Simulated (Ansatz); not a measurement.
CrF₃⁺. Total charge 1; quintet. Geometry r2SCAN-D4/def2-TZVP, that of the neutral quartet; atoms count from 1.

Cartesian coordinates in Å:
```
Cr 0.009 -0.004 0.003
F 0.413 -0.241 -1.658
F 0.371 1.497 0.773
F -0.792 -1.253 0.882
```

At PBE0-D4/def2-TZVP a triplet of charge 1 lies 2.78 eV below the quintet at the same geometry.

Question: Estimate the Mulliken populations from the PBE0/def2-TZVP orbitals of Ansatz.

Answer: 
| atom | charge (e) | spin (α − β) | d electrons |
| --- | --- | --- | --- |
| Cr1 | 1.62 | 2.86 | 4.08 |
| F2 | -0.21 | 0.38 | – |
| F3 | -0.21 | 0.38 | – |
| F4 | -0.21 | 0.38 | – |
Mulliken values depend strongly on the basis.

Question: Where does the spin sit?

Answer: Summed by element: Cr 2.86, F 1.14, of 4 unpaired in all. Largest on single atoms: Cr1 2.86, F2 0.38, F3 0.38.

Question: And the Mayer bond orders between heavy atoms (over 0.3)?

Answer: Cr1–F2 0.77 (1.73 Å); Cr1–F3 0.77 (1.73 Å); Cr1–F4 0.77 (1.73 Å).
